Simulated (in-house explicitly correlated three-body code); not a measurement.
Computed with an exponentially correlated three-body code. Model: two electrons around a point charge, non-relativistic, variational in 260 exponentially correlated functions (energies converged to about 1e-7 hartree, or 1e-8 relative for large Z).

Command:
```bash
python run_hyl.py task.json out
```
Settings (lengths in bohr, energies in hartree):
```
Z                      14
screening              0.7
interaction_strength   1
functions              260
states_tried           13
```

Time taken, with all properties: 2.7 min on 1 thread of Arm Neoverse N1, with other jobs on the host.

**Those bound S and P states to n = 4 that converged, binding against the one-electron ion.**

Given: nuclear charge 14; Yukawa screening of all interactions 0.7 1/bohr.

Computed: one-electron threshold -88.55602 hartree.

```
term  energy (hartree)  binding (eV)
1 1S       -169.200176        2194.4
2 3S        -102.64774        383.46
2 1S       -102.126539        369.27
2 3P       -101.967828        364.95
2 1P        -101.59587        354.83
3 3S                 ?             ?
3 1S       -91.5722067        82.075
3 3P         -91.42664        78.114
3 1P       -91.3442333        75.871
4 3S       -88.9773332        11.465
4 1S       -88.9520359        10.776
4 3P                 ?             ?
4 1P       -88.8483016        7.9534
```

Question: What belongs in the row 3 3S?

Answer: energy (hartree): -91.6855143; binding (eV): 85.158.

Question: What belongs in the row 4 3P?

Answer: energy (hartree): -88.8656027; binding (eV): 8.4242.

**Converged states only, values per electron or pair (inverse distances are <exp(-kr)/r>).**

| term | mean r (bohr) | mean r squared (bohr²) | mean inverse r (1/bohr) | mean r12 (bohr) | mean inverse r12 (1/bohr) | mean cosine | mean p1 dot p2 (bohr⁻²) | delta r1 (bohr⁻³) | delta r12 (bohr⁻³) |
| --- | --- | --- | --- | --- | --- | --- | --- | --- | --- |
| 1 1S | 0.11037 | 0.016308 | 12.989 | 0.16207 | 7.7561 | -0.0094691 | 1.7371 | 829.59 | 94.316 |
| 2 3S | 0.28241 | 0.12994 | 7.9626 | 0.47518 | 1.8884 | -0.0030961 | 0.12468 | 480.76 | - |
| 2 1S | 0.28784 | 0.13595 | 7.9398 | 0.48057 | 2.3447 | -0.0049455 | 0.14662 | 478.88 | 16.305 |
| 2 3P | 0.24865 | 0.0994 | 7.9414 | 0.41509 | 2.3375 | -0.071063 | -12.642 | 432.93 | - |
| 2 1P | 0.25297 | 0.10344 | 7.9237 | 0.40726 | 2.6329 | 0.056993 | 12.304 | 435.74 | 4.6791 |
| 3 3S | 0.61893 | 0.7355 | 7.0504 | 1.1373 | 0.63329 | -0.00084753 | 0.029939 | 446.01 | - |
| 3 1S | 0.62903 | 0.76203 | 7.0439 | 1.1564 | 0.73002 | -0.0012793 | 0.037434 | 445.63 | 3.851 |
| 3 3P | 0.5919 | 0.67746 | 7.0413 | 1.0845 | 0.72523 | -0.013823 | -2.4072 | 434.72 | - |
| 3 1P | 0.59984 | 0.69732 | 7.0361 | 1.0974 | 0.79002 | 0.011053 | 2.4441 | 435.24 | 1.1929 |
| 4 3S | ? | ? | ? | ? | ? | ? | ? | ? | - |
| 4 1S | ? | ? | ? | ? | ? | ? | ? | ? | ? |
| 4 3P | 1.3595 | 3.9056 | 6.7446 | 2.6146 | 0.17632 | -0.0028379 | -0.49145 | 435.07 | - |
| 4 1P | 1.3823 | 4.0447 | 6.7422 | 2.6596 | 0.18743 | 0.0022357 | 0.49756 | 435.18 | 0.25695 |

Question: What belongs in the row 4 3S?

Answer: mean r (bohr): 1.3365; mean r squared (bohr²): 3.7321; mean inverse r (1/bohr): 6.753; mean r12 (bohr): 2.5685; mean inverse r12 (1/bohr): 0.16731; mean cosine: -0.00020051; mean p1 dot p2 (bohr⁻²): 0.0068579; delta r1 (bohr⁻³): 437.66.

Question: What belongs in the row 4 1S?

Answer: mean r (bohr): 1.3629; mean r squared (bohr²): 3.8885; mean inverse r (1/bohr): 6.75; mean r12 (bohr): 2.621; mean inverse r12 (1/bohr): 0.18622; mean cosine: -0.00029564; mean p1 dot p2 (bohr⁻²): 0.0086077; delta r1 (bohr⁻³): 437.55; delta r12 (bohr⁻³): 0.87077.

**Electric-dipole lines between converged S and P states, rate of the upper state's decay.**

```tsv
s state	p state	p minus s (eV)	oscillator strength from s	rate (1/s)
1 1S	2 1P	1839.6	0.7226	3.537e+13
1 1S	3 1P	?	?	?
1 1S	4 1P	2186.5	0.023939	1.6554e+12
2 1S	2 1P	14.44	0.060375	1.8209e+08
2 1S	3 1P	293.4	0.32541	4.0518e+11
2 1S	4 1P	361.32	0.048044	9.0722e+10
3 1S	2 1P	-272.76	-0.046784	1.5103e+11
3 1S	3 1P	6.2035	0.18695	1.0406e+08
3 1S	4 1P	74.121	0.20907	1.6614e+10
4 1S	2 1P	-344.06	-0.0066326	3.4068e+10
4 1S	3 1P	-65.095	-0.09106	1.6743e+10
4 1S	4 1P	2.8228	0.47865	5.5164e+07
2 3S	2 3P	?	?	?
2 3S	3 3P	305.34	0.31371	4.2305e+11
2 3S	4 3P	375.03	0.047264	9.6151e+10
3 3S	2 3P	-279.8	-0.047981	1.6299e+11
3 3S	3 3P	7.0443	0.20588	1.4777e+08
3 3S	4 3P	76.734	0.20282	1.7273e+10
4 3S	2 3P	-353.49	-0.0067939	3.6837e+10
4 3S	3 3P	-66.649	-0.095403	1.8389e+10
4 3S	4 3P	3.0403	0.49643	6.6373e+07
```

Question: What belongs in the row 1 1S 3 1P?

Answer: p minus s (eV): 2118.6; oscillator strength from s: 0.12192; rate (1/s): 7.9149e+12.

Question: What belongs in the row 2 3S 2 3P?

Answer: p minus s (eV): 18.501; oscillator strength from s: 0.074277; rate (1/s): 3.6775e+08.

**Static dipole response.**

```
state  polarisability (bohr³)
 1 1S               0.0002635
 2 1S                 0.21873
 2 3S                 0.16459
```
